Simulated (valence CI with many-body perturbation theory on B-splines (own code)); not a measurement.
**Se XXII: electric-dipole lines**

Level of theory: valence CI with perturbative core correlation (CI+MBPT): three valence electrons over a frozen Dirac-Fock core [Ne], radial functions for each j: 11 s, 11 p, 9 d, 7 f, 5 g, 2 h, 1 i, with the one-electron correlation potential Σ1, the two-electron term Σ2, the three-electron term Σ3, Breit, model QED; selected CI, second order for the rest (own B-spline code, finite nucleus).

No measured spectrum was set against this ion. As an estimate, levels of excited configurations hold to 0.05 to 0.15 % of their energy, terms of the ground configuration to about 0.5 %.

Lines 201 to 250 of 276 in falling wavelength, among levels below 1806100 cm⁻¹, chosen from the strongest by gf and those to the six lowest levels. Wavelengths and rates use the calculated energies, so an error of 500 cm⁻¹ moves a line at 13.45 nm by 0.067 % and its rate by three times that or more. Electric multipoles are in the length gauge, E1 and E2 with the static RPA response of the core. Weak lines are less certain than strong ones. Lines between different terms over intervals too small for the method are left out, as are lines whose strength nearly cancels. Where a level lies close to another of its J and parity, the split of strength between their lines is uncertain. The highest levels of a list are the least certain.

Names give the largest LS component (configuration and term), which can be under half, so a name can repeat, a term be missing and a line seem to break the LS rules; names also repeat where a configuration has a term twice. Letters in brackets count levels of one name in rising energy.

| λ vac (nm) | Upper | Lower | A (s⁻¹) | S (a.u.) |
| --- | --- | --- | --- | --- |
| 13.45 | 3s3p3d ⁴D°_1/2 | 3s3p² ⁴P_1/2 | 7.00e+10 | 1.68e-01 |
| 13.33 | 3s3p3d ⁴D°_5/2 | 3s3p² ⁴P_3/2 | 1.89e+10 | 1.32e-01 |
| 13.28 | 3s3p3d ⁴P°_3/2 | 3s3p² ⁴P_3/2 | 3.40e+10 | 1.57e-01 |
| 13.28 | 3s3p3d ⁴P°_1/2 | 3s3p² ⁴P_3/2 | 4.87e+10 | 1.12e-01 |
| 13.27 | 3s3d² ⁴F_3/2 | 3s3p3d ⁴F°_5/2 | 8.42e+09 | 3.88e-02 |
| 13.23 | 3p²3d ²D_5/2 [b] | 3s3p3d ⁴F°_5/2 | 1.26e+10 | 8.66e-02 |
| 13.18 | 3s3p3d ²P°_1/2 [b] | 3s3p² ²P_1/2 | 3.71e+10 | 8.37e-02 |
| 13.16 | 3s²3d ²D_3/2 | 3s²3p ²P°_1/2 | 6.00e+10 | 2.70e-01 |
| 13.15 | 3s3p3d ²F°_5/2 [b] | 3s3p² ⁴P_5/2 | 5.25e+08 | 3.53e-03 |
| 13.05 | 3s3p3d ²F°_5/2 [a] | 3s3p² ⁴P_3/2 | 1.69e+07 | 1.11e-04 |
| 13.03 | 3s3p3d ²D°_3/2 | 3s3p² ⁴P_3/2 | 2.46e+07 | 1.07e-04 |
| 13.01 | 3s3d² ⁴F_3/2 | 3s3p3d ⁴F°_3/2 | 3.72e+10 | 1.62e-01 |
| 12.99 | 3p²3d ²D_5/2 [a] | 3p³ ²D°_3/2 | 7.99e+09 | 5.18e-02 |
| 12.96 | 3s3p3d ²P°_3/2 [a] | 3s3p² ²D_3/2 | 1.23e+09 | 5.26e-03 |
| 12.91 | 3p²3d ²F_5/2 [b] | 3p³ ⁴S°_3/2 | 1.48e+10 | 9.45e-02 |
| 12.72 | 3s3p3d ²F°_7/2 [b] | 3s3p² ²D_5/2 | 3.53e+10 | 2.87e-01 |
| 12.66 | 3s3p3d ⁴P°_3/2 | 3s3p² ⁴P_1/2 | 6.03e+06 | 2.41e-05 |
| 12.65 | 3s3p3d ⁴P°_1/2 | 3s3p² ⁴P_1/2 | 7.27e+07 | 1.45e-04 |
| 12.65 | 3s3p3d ²F°_5/2 [b] | 3s3p² ⁴P_3/2 | 1.25e+09 | 7.48e-03 |
| 12.43 | 3s3p3d ²D°_3/2 | 3s3p² ⁴P_1/2 | 3.30e+09 | 1.25e-02 |
| 12.35 | 3s3p3d ²P°_1/2 [a] | 3s3p² ²D_3/2 | 1.19e+09 | 2.21e-03 |
| 12.35 | 3s3p3d ²F°_7/2 [a] | 3s3p² ⁴P_5/2 | 4.98e+09 | 3.70e-02 |
| 12.29 | 3s3p3d ²F°_5/2 [c] | 3s3p² ²D_3/2 | 4.18e+10 | 2.30e-01 |
| 12.24 | 3p²3d ²F_5/2 [b] | 3p³ ²D°_3/2 | 3.74e+10 | 2.03e-01 |
| 12.24 | 3p²3d ²F_7/2 [b] | 3p³ ²D°_5/2 | 4.64e+10 | 3.36e-01 |
| 11.95 | 3s3p3d ²P°_1/2 [b] | 3s3p² ²D_3/2 | 6.00e+07 | 1.01e-04 |
| 11.84 | 3s3p3d ²P°_3/2 [b] | 3s3p² ²D_3/2 | 4.75e+08 | 1.56e-03 |
| 11.80 | 3s3p3d ²P°_3/2 [a] | 3s3p² ⁴P_5/2 | 4.44e+07 | 1.44e-04 |
| 11.73 | 3s3p3d ²P°_3/2 [c] | 3s3p² ²D_3/2 | 1.73e+09 | 5.50e-03 |
| 11.40 | 3s3p3d ²P°_3/2 [a] | 3s3p² ⁴P_3/2 | 3.11e+07 | 9.08e-05 |
| 11.34 | 3s3p3d ²F°_7/2 [b] | 3s3p² ⁴P_5/2 | 3.06e+09 | 1.76e-02 |
| 11.25 | 3s3p3d ²F°_5/2 [c] | 3s3p² ⁴P_5/2 | 2.05e+07 | 8.63e-05 |
| 10.94 | 3s3p3d ²P°_3/2 [a] | 3s3p² ⁴P_1/2 | 2.19e+09 | 5.66e-03 |
| 10.93 | 3s3p3d ²P°_1/2 [a] | 3s3p² ⁴P_3/2 | 8.86e+07 | 1.14e-04 |
| 10.88 | 3s3p3d ²F°_5/2 [c] | 3s3p² ⁴P_3/2 | 1.04e+08 | 3.98e-04 |
| 10.87 | 3s3p3d ²P°_3/2 [b] | 3s3p² ⁴P_5/2 | 8.11e+06 | 2.05e-05 |
| 10.80 | 3s3p3d ²D°_5/2 | 3s3p² ⁴P_5/2 | 4.72e+08 | 1.76e-03 |
| 10.78 | 3s3p3d ²P°_3/2 [c] | 3s3p² ⁴P_5/2 | 2.35e+08 | 5.81e-04 |
| 10.61 | 3s3p3d ²P°_1/2 [b] | 3s3p² ⁴P_3/2 | 1.40e+07 | 1.65e-05 |
| 10.52 | 3s3p3d ²P°_3/2 [b] | 3s3p² ⁴P_3/2 | 2.26e+08 | 5.20e-04 |
| 10.50 | 3s3p3d ²P°_1/2 [a] | 3s3p² ⁴P_1/2 | 7.70e+08 | 8.81e-04 |
| 10.46 | 3s3p3d ²D°_5/2 | 3s3p² ⁴P_3/2 | 2.71e+08 | 9.18e-04 |
| 10.44 | 3s3p3d ²P°_3/2 [c] | 3s3p² ⁴P_3/2 | 1.95e+07 | 4.37e-05 |
| 10.21 | 3s3p3d ²P°_1/2 [b] | 3s3p² ⁴P_1/2 | 3.75e+07 | 3.94e-05 |
| 10.13 | 3s3p3d ²P°_3/2 [b] | 3s3p² ⁴P_1/2 | 7.78e+07 | 1.60e-04 |
| 10.05 | 3s3p3d ²P°_3/2 [c] | 3s3p² ⁴P_1/2 | 1.43e+05 | 2.86e-07 |
| 6.807 | 3p²3d ⁴F_3/2 | 3s²3p ²P°_3/2 | 4.04e+06 | 2.52e-06 |
| 6.726 | 3p²3d ²F_5/2 [a] | 3s²3p ²P°_3/2 | 1.11e+06 | 1.00e-06 |
| 6.698 | 3p²3d ⁴F_5/2 | 3s²3p ²P°_3/2 | 7.41e+05 | 6.60e-07 |
| 6.587 | 3p²3d ²P_3/2 [a] | 3s²3p ²P°_3/2 | 1.62e+07 | 9.15e-06 |
